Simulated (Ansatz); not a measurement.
C2H5BBrCl (`CB(Cl)CBr`). The species carries charge 0 and has multiplicity 1.

```xyz
10

C     1.1248   -0.8019    0.1877
B     0.1979    0.4440    0.2612
Cl    0.6398    1.7966    1.3009
C    -1.1163    0.5853   -0.5808
Br   -2.3523   -0.3589    0.6156
H     1.9477   -0.5607   -0.4991
H     1.5866   -1.0451    1.1460
H     0.6199   -1.6850   -0.2083
H    -1.5143    1.5889   -0.7028
H    -1.1338    0.0367   -1.5203
```

Problem. List the harmonic frequencies (cm⁻¹, unscaled) at PBE0-D4/def2-TZVP in Ansatz. (An estimate is asked.)

Solution. Computed: 62, 85, 122, 291, 305, 413, 593, 616, 801, 842, 844, 1016, 1108, 1162, 1213, 1338, 1435, 1453, 1459, 3031, 3108, 3119, 3149, 3196.

Problem. Is this a minimum?

Solution. Yes, all 24 modes are real.

Problem. Give the ideal-gas thermochemistry at 298.15 K and 1 bar (rigid rotor, harmonic oscillator; point group C1, symmetry number 1).

Solution. Zero-point energy 184.0 kJ/mol; H(298) − E = 204.6 kJ/mol; entropy 361.0 J/(mol·K), of which translation 171.8, rotation 119.3, vibration 70.0; G(298) − E = 96.9 kJ/mol. Modes under 100 cm⁻¹ are hindered rotations or soft bends, so the harmonic entropy is rough.
